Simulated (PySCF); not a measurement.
Work out the structure from these simulated measurements.

Formula: C12H9F.

* Dipole: 1.62 D [CAM-B3LYP/def2-SVPD]
* Couplings: largest of the computed one-bond spin–spin couplings (means over like bonds): 19F–13C -316.0, 13C–1H +169.8 (×2), 13C–1H +167.8, 13C–1H +167.2 (×2), 13C–1H +166.6 (×2), 13C–1H +165.2 (×2) Hz [B3LYP/pcJ-1, spin–dipole term left out for some pairs]
* 13C NMR: chemical shifts (computed TMS as zero) by class: 169.5 (1 C), 144.6 (1 C), 141.0 (1 C), 132.0 (2 C), 131.8 (2 C), 130.3 (1 C), 130.3 (2 C), 118.5 (2 C) ppm [GIAO PBE/pcSseg-1]
* UV, strongest line: among the 10 lowest singlet transitions: S7 at 6.63 eV (187 nm, f = 0.959) [TDDFT CAM-B3LYP/def2-SVPD]
* Triplet: lowest triplet excitation (Tamm–Dancoff): 3.61 eV [TDA CAM-B3LYP/def2-SVPD]
* Polarisability: 139.9 au [CAM-B3LYP/def2-SVPD]
* 1H NMR: chemical shifts (computed TMS as zero) by class: 7.45 (2 H), 7.44 (2 H), 7.43 (2 H), 7.33 (1 H), 7.05 (2 H) ppm [GIAO PBE/pcSseg-1]
* Rotational structure: rotational constants A, B, C: 2.859, 0.388, 0.350 GHz [PBE0-D3(BJ)/def2-SVP]
* UV, first state: lowest singlet excitation: 5.09 eV (244 nm, f = 0.007) [TDDFT CAM-B3LYP/def2-SVPD]
* NMR, other nuclei: isotropic shieldings of nuclei other than C and H, by class: 266 (1 F) ppm [GIAO PBE/pcSseg-1]

Electronic properties: PySCF, gas phase, density fitting. Levels stand in brackets. NMR shifts are as computed; neighbouring signals can stand in another order in a measured spectrum. Isolated species at its PBE0-D3(BJ)/def2-SVP geometry (one conformer only). NMR values are class means; diastereotopic atoms form classes of their own.

Task: Propose a structure and show how it fits.

Result: Numbering: `[F:1][c:2]1[cH:3][cH:4][c:5](-[c:6]2[cH:7][cH:8][cH:9][cH:10][cH:11]2)[cH:12][cH:13]1`. Its formula, C12H9F, gives 8 degrees of unsaturation: 2 rings and 6 π bonds in the structure found (Kekulé form). 12 carbons fall into 8 classes; from least to most shielded: aromatic C–F carbon [C2] (169.5 ppm), substituted aromatic carbon [C6] (144.6 ppm), substituted aromatic carbon [C5] (141.0 ppm), aromatic CH carbon [C8/C10] (132.0 ppm, 2 C), aromatic CH carbon [C4/C12] (131.8 ppm, 2 C), aromatic CH carbon [C9] (130.3 ppm), aromatic CH carbon [C7/C11] (130.3 ppm, 2 C), aromatic CH carbon [C3/C13] (118.5 ppm, 2 C). Hydrogen classes from least to most shielded: 2 H on 2 aromatic CH carbons, C4/C12 (7.45 ppm), 2 H on the ortho carbons, C7/C11 (7.44 ppm), 2 H on the meta carbons, C8/C10 (7.43 ppm), 1 H on the para carbon, C9 (7.33 ppm), 2 H on 2 aromatic CH carbons, C3/C13 (7.05 ppm). The other shieldings belong to: 266 ppm, aryl fluorine [F1]. The couplings run between: -316.0 Hz, aryl fluorine [F1] and aromatic C–F carbon [C2]; +169.8 Hz, aromatic CH carbon [C3] and its hydrogen (with 1 like pair); +167.8 Hz, aromatic CH carbon [C9] and its hydrogen; +167.2 Hz, aromatic CH carbon [C4] and its hydrogen (with 1 like pair); +166.6 Hz, aromatic CH carbon [C8] and its hydrogen (with 1 like pair); +165.2 Hz, aromatic CH carbon [C7] and its hydrogen (with 1 like pair). The optimised geometry has point group C2 and is an asymmetric top. Structure: `c1c(ccc(F)c1)-c1ccccc1`. Computed isomers that give other values at the same levels: `Fc1ccccc1-c1ccccc1` (rotational constant A: 1.899 GHz; this holds for the one conformer computed); `Fc1cccc(-c2ccccc2)c1` (rotational constant A: 2.055 GHz; this holds for the one conformer computed). The assignments are read from this structure; whether some other isomer fits the data as well wasn't checked.

Conformer computed: `[F:1][c:2]1[cH:3][cH:4][c:5](-[c:6]2[cH:7][cH:8][cH:9][cH:10][cH:11]2)[cH:12][cH:13]1`: C4–C5–C6–C7 -38°.

One-bond C–F couplings are unscaled; at this level they come out some 30 % too large in size.
